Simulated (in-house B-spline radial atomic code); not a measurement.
Computed with a B-spline radial atomic code. Model: two electrons, singlet ground state, non-relativistic, full CI in B-splines with partial waves to l = 8 (at full coupling up to 3e-4 hartree above the limit, correlation up to 0.6 % small), density held at that of full coupling by Lieb maximisation.

Along the adiabatic connection the electron repulsion is scaled by a coupling λ while a local potential keeps the density fixed. At λ = 0 the system is the Kohn-Sham one and W equals the exchange energy; the exchange-correlation energy is the area under W between 0 and 1. The kinetic energy rises with λ as the electrons avoid each other, with dT/dλ = −λ dW/dλ.

Command:
```bash
python run_ac.py task.json out
```
Settings (lengths in bohr, energies in hartree):
```
potential              gauss
strength               17.3
lmax                   8
second                 1.03
```

Run time, properties included: 8.9 s on 1 thread of Intel(R) Xeon(R) Processor @ 2.30GHz (shared host).

**W = mean repulsion less Hartree energy, and W of three functionals.**

Given: confinement Gaussian well; well depth 17.3 hartree; well width 1.03 bohr; external potential -V exp(-r^2/w^2).

Computed: PBE exchange minus exact 67.779 millihartree; SCAN exchange minus exact 7.9878 millihartree.

```json
{"coupling": "0", "W xc (hartree)": "-1.6315", "W xc minus exchange (millihartree)": "0", "kinetic minus Kohn-Sham (millihartree)": "0", "LDA (PW92) W minus its exchange (millihartree)": "0", "PBE W minus its exchange (millihartree)": "0", "SCAN W minus its exchange (millihartree)": "0"}
{"coupling": "0.02", "W xc (hartree)": "?", "W xc minus exchange (millihartree)": "?", "kinetic minus Kohn-Sham (millihartree)": "?", "LDA (PW92) W minus its exchange (millihartree)": "?", "PBE W minus its exchange (millihartree)": "?", "SCAN W minus its exchange (millihartree)": "?"}
{"coupling": "0.05", "W xc (hartree)": "-1.6363", "W xc minus exchange (millihartree)": "-4.809", "kinetic minus Kohn-Sham (millihartree)": "0.1", "LDA (PW92) W minus its exchange (millihartree)": "-27.32", "PBE W minus its exchange (millihartree)": "-7.58", "SCAN W minus its exchange (millihartree)": "-4.69"}
{"coupling": "0.12", "W xc (hartree)": "-1.643", "W xc minus exchange (millihartree)": "-11.427", "kinetic minus Kohn-Sham (millihartree)": "0.7", "LDA (PW92) W minus its exchange (millihartree)": "-53.31", "PBE W minus its exchange (millihartree)": "-17.67", "SCAN W minus its exchange (millihartree)": "-11.05"}
{"coupling": "0.25", "W xc (hartree)": "-1.6549", "W xc minus exchange (millihartree)": "-23.376", "kinetic minus Kohn-Sham (millihartree)": "2.9", "LDA (PW92) W minus its exchange (millihartree)": "-90.64", "PBE W minus its exchange (millihartree)": "-35.17", "SCAN W minus its exchange (millihartree)": "-22.4"}
{"coupling": "0.4", "W xc (hartree)": "-1.6682", "W xc minus exchange (millihartree)": "-36.631", "kinetic minus Kohn-Sham (millihartree)": "7.2", "LDA (PW92) W minus its exchange (millihartree)": "-125.19", "PBE W minus its exchange (millihartree)": "-53.75", "SCAN W minus its exchange (millihartree)": "-34.88"}
{"coupling": "0.6", "W xc (hartree)": "-1.685", "W xc minus exchange (millihartree)": "-53.468", "kinetic minus Kohn-Sham (millihartree)": "15.6", "LDA (PW92) W minus its exchange (millihartree)": "-163.4", "PBE W minus its exchange (millihartree)": "-76.45", "SCAN W minus its exchange (millihartree)": "-50.65"}
{"coupling": "0.8", "W xc (hartree)": "-1.7009", "W xc minus exchange (millihartree)": "-69.407", "kinetic minus Kohn-Sham (millihartree)": "26.7", "LDA (PW92) W minus its exchange (millihartree)": "-195.89", "PBE W minus its exchange (millihartree)": "-97.24", "SCAN W minus its exchange (millihartree)": "-65.54"}
{"coupling": "1", "W xc (hartree)": "-1.716", "W xc minus exchange (millihartree)": "-84.51", "kinetic minus Kohn-Sham (millihartree)": "40.3", "LDA (PW92) W minus its exchange (millihartree)": "-224.41", "PBE W minus its exchange (millihartree)": "-116.46", "SCAN W minus its exchange (millihartree)": "-79.65"}
{"coupling": "1.4", "W xc (hartree)": "-1.744", "W xc minus exchange (millihartree)": "-112.43", "kinetic minus Kohn-Sham (millihartree)": "73.7", "LDA (PW92) W minus its exchange (millihartree)": "-273.12", "PBE W minus its exchange (millihartree)": "-151.09", "SCAN W minus its exchange (millihartree)": "-105.83"}
{"coupling": "2", "W xc (hartree)": "-1.7808", "W xc minus exchange (millihartree)": "-149.32", "kinetic minus Kohn-Sham (millihartree)": "136.2", "LDA (PW92) W minus its exchange (millihartree)": "-332.22", "PBE W minus its exchange (millihartree)": "-195.72", "SCAN W minus its exchange (millihartree)": "-140.8"}
{"coupling": "3", "W xc (hartree)": "?", "W xc minus exchange (millihartree)": "?", "kinetic minus Kohn-Sham (millihartree)": "?", "LDA (PW92) W minus its exchange (millihartree)": "?", "PBE W minus its exchange (millihartree)": "?", "SCAN W minus its exchange (millihartree)": "?"}
{"coupling": "4.5", "W xc (hartree)": "-1.8899", "W xc minus exchange (millihartree)": "-258.39", "kinetic minus Kohn-Sham (millihartree)": "478.4", "LDA (PW92) W minus its exchange (millihartree)": "-490.87", "PBE W minus its exchange (millihartree)": "-325.96", "SCAN W minus its exchange (millihartree)": "-248.58"}
{"coupling": "7", "W xc (hartree)": "-1.9571", "W xc minus exchange (millihartree)": "-325.54", "kinetic minus Kohn-Sham (millihartree)": "858.5", "LDA (PW92) W minus its exchange (millihartree)": "-585.6", "PBE W minus its exchange (millihartree)": "-408.87", "SCAN W minus its exchange (millihartree)": "-319.41"}
{"coupling": "10", "W xc (hartree)": "-2.0101", "W xc minus exchange (millihartree)": "-378.58", "kinetic minus Kohn-Sham (millihartree)": "1304", "LDA (PW92) W minus its exchange (millihartree)": "-662.25", "PBE W minus its exchange (millihartree)": "-477.89", "SCAN W minus its exchange (millihartree)": "-377.77"}
```

Problem. What belongs in the row 0.02?

Solution. W xc (hartree): -1.6335; W xc minus exchange (millihartree): -1.932; kinetic minus Kohn-Sham (millihartree): 0; LDA (PW92) W minus its exchange (millihartree): -13.13; PBE W minus its exchange (millihartree): -3.07; SCAN W minus its exchange (millihartree): -1.89.

Problem. What belongs in the row 3?

Solution. W xc (hartree): -1.8317; W xc minus exchange (millihartree): -200.16; kinetic minus Kohn-Sham (millihartree): 262.3; LDA (PW92) W minus its exchange (millihartree): -407.97; PBE W minus its exchange (millihartree): -256.28; SCAN W minus its exchange (millihartree): -190.06.

Problem. What is the LDA exchange minus exact?

Solution. 238.87 millihartree.

**Energy parts, natural occupations and partial-wave weights.**

Computed: total energy -17.6827 hartree; exchange energy -1.6315 hartree; kinetic part of the DFT correlation energy 0.040314 hartree; initial slope twice GL2 -0.096865 hartree; kinetic part over minus potential part 0.47703; Kohn-Sham kinetic 6.177 hartree; Lieb Oxford ratio E_xc over LDA exchange 1.2033.

| natural | occupation of the shell (electrons) |
| --- | --- |
| s | 1.9933 |
| p | 0.0058396 |
| s | ? |
| d | 0.00025177 |
| p | 6.4063e-05 |
| f | 3.2859e-05 |

Problem. What belongs in the row s?

Solution. occupation of the shell (electrons): 0.00045114.

```json
{"wave": "s", "weight": "0.99689"}
{"wave": "p", "weight": "?"}
{"wave": "d", "weight": "0.00013286"}
{"wave": "f", "weight": "1.8376e-05"}
{"wave": "g", "weight": "4.2043e-06"}
```

Problem. What belongs in the row p?

Solution. weight: 0.0029541.

Problem. What is the Hartree energy?

Solution. 3.2631 hartree.

Problem. What is the correlation energy?

Solution. -0.044196 hartree.

Half-way to full coupling W has made 53 % of its drop, against 50 % for a straight line, and second-order (GL2) theory, half the initial slope, overshoots the correlation energy by about 10 %: a moderate bend, as in light atoms. Over couplings 0 to 1 the errors in E_xc come to about +147 millihartree for LDA, +49 millihartree for PBE, +10 millihartree for SCAN, so SCAN is nearest. In LDA and PBE the errors of exchange and correlation have opposite signs, so the sum is smaller than the larger of the two.
